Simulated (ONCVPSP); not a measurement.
u(r) = r·R(r): atom against pseudo-atom (magnesium (Mg))

Columns: radius, all-electron u(r) and pseudo u(r) of the 2p shell (level -48.77 eV) of magnesium in the configuration [He] 2s2 2p6 3s1 3p1; LDA (Perdew-Wang 92), scalar-relativistic, ONCV scheme, ONCVPSP 4.0.1.

```tsv
r (bohr)	all-electron	pseudo
0.075	0.1947	0.0540
0.150	0.5189	0.2049
0.225	0.7995	0.4245
0.300	0.9934	0.6730
0.375	1.1038	0.9081
0.450	1.1472	1.0947
0.525	1.1422	1.2103
0.600	1.1048	1.2496
0.675	1.0468	1.2201
0.750	0.9771	1.1402
0.825	0.9019	1.0312
0.900	0.8251	0.9132
0.975	0.7498	0.8005
1.050	0.6775	0.7014
1.125	0.6093	0.6178
1.200	0.5460	0.5478
1.275	0.4876	0.4877
1.350	0.4343	0.4343
1.425	0.3860	0.3859
1.500	0.3423	0.3423
1.575	0.3031	0.3030
1.650	0.2679	0.2679
1.725	0.2366	0.2366
1.800	0.2087	0.2087
1.875	0.1839	0.1839
1.950	0.1619	0.1619
```

Task: How many radial nodes do the two functions have?

Result: The all-electron 2p function has n − l − 1 = 0; the pseudo-wave has 0.

Task: At about which radius was the pseudo-wave matched?

Result: 1.35 bohr. The columns agree to 0.0005 from 1.27 bohr on; several derivatives are matched, so the curves merge somewhat inside the radius.

Task: Where does each function peak?

Result: Outermost all-electron maximum near 0.45 bohr, pseudo maximum near 0.60 bohr (to the table’s step).

Task: Is the pseudo-wave norm-conserving?

Result: Yes: the ONCV scheme keeps the norm inside the radius equal to the all-electron one, which fixes the energy derivative of the logarithmic derivative at the level.
